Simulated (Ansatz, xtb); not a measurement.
# Relative energy of two isomers of C4H7NOSi

Structure X is `Oc1ccn([SiH3])c1`, a singlet and structure Y is `Oc1cc[nH]c1[SiH3]`, a singlet. Both are isolated molecules in the gas phase, relaxed with B3LYP/def2-SVP; the shapes shown needn't be the lowest conformers.

X (Å):

```xyz
14

C    -1.4680   -1.0483   -0.1996
C    -2.1299    0.0960   -0.7399
C    -1.1783    1.0849   -0.8558
C    -0.1408   -0.7167   -0.0063
N     0.0417    0.6090   -0.4083
O    -2.1049   -2.2194    0.0623
Si    1.5930    1.4572   -0.5104
H    -1.4715   -2.8530    0.4223
H    -3.1852    0.1655   -0.9939
H    -1.2787    2.1057   -1.2204
H     2.3695    1.1631    0.7246
H     2.3867    1.0194   -1.6939
H     1.2793    2.9059   -0.6192
H     0.6799   -1.3084    0.3960
```

Y (Å):

```yaml
atoms:
  - { symbol: C, position_ang: [-0.1969, -0.7440, -0.8890] }
  - { symbol: C, position_ang: [-1.4885, -1.3053, -0.6976] }
  - { symbol: C, position_ang: [-2.2237, -0.3617, 0.0077] }
  - { symbol: C, position_ang: [-0.1580, 0.5223, -0.3049] }
  - { symbol: N, position_ang: [-1.4267, 0.7162, 0.2350] }
  - { symbol: O, position_ang: [0.8747, -1.2889, -1.5252] }
  - { symbol: Si, position_ang: [1.2345, 1.7488, -0.2182] }
  - { symbol: H, position_ang: [0.6405, -2.1647, -1.8549] }
  - { symbol: H, position_ang: [-1.8417, -2.2795, -1.0327] }
  - { symbol: H, position_ang: [-3.2539, -0.3938, 0.3567] }
  - { symbol: H, position_ang: [-1.7107, 1.5514, 0.7299] }
  - { symbol: H, position_ang: [1.6858, 2.2032, -1.5666] }
  - { symbol: H, position_ang: [0.7225, 2.9389, 0.5324] }
  - { symbol: H, position_ang: [2.4264, 1.2147, 0.5044] }
```

Q: Estimate which is lower in electronic energy at CCSD(T)/def2-SVP + ΔMP2/def2-TZVPP, and by roughly how much.

A: The CCSD(T)/def2-SVP + ΔMP2/def2-TZVPP calculation puts structure X lower, by 8.2 kcal/mol.

How the difference moves with the method:

```tsv
level	geometry	E(Y) − E(X) (kcal/mol)	departure from the last row (kcal/mol)	job, with rough time for the two
GFN2-xTB	GFN2-xTB	+18.9	+10.6	optimisation, 0.15 s
HF/STO-3G	GFN2-xTB	+12.4	+4.2	single point, 0.58 s
r2SCAN-D4/def2-SVP	GFN2-xTB	+3.3	−4.9	single point, 4 s
B3LYP/def2-SVP	B3LYP/def2-SVP	+5.1	−3.2	optimisation, 72 s
HF/def2-SVP	B3LYP/def2-SVP	+7.7	−0.6	part of the CCSD(T) run
MP2/def2-SVP	B3LYP/def2-SVP	+5.9	−2.3	part of the CCSD(T) run
CCSD(T)/def2-SVP	B3LYP/def2-SVP	+6.2	−2.0	single point
CCSD(T)/def2-SVP + ΔMP2/def2-TZVPP	B3LYP/def2-SVP	+8.2		single point, 81 s
```

As drawn, Y has 1 C–Si, 1 N–H in place of 1 N–Si, 1 C–H.

The levels shown agree on the order. The largest departure from CCSD(T)/def2-SVP + ΔMP2/def2-TZVPP is that of GFN2-xTB, 10.6 kcal/mol. The last row adds to CCSD(T) the change of the MP2 difference between the two basis sets, here +2.0 kcal/mol.

With thermal terms from frequencies at re-optimised GFN2-xTB minima (ideal gas, soft modes damped towards free rotors, one conformer each, 298.15 K, 1 atm): the zero-point term adds 0.0 kcal/mol; ΔH is +8.3 and ΔG +8.1 kcal/mol.

The correlated steps freeze 11 core orbitals. Programs: Ansatz 0.2.0, xtb 6.7.1; the last row on 2 threads of Intel(R) Xeon(R) Platinum 8488C (Sapphire Rapids) on a shared host.
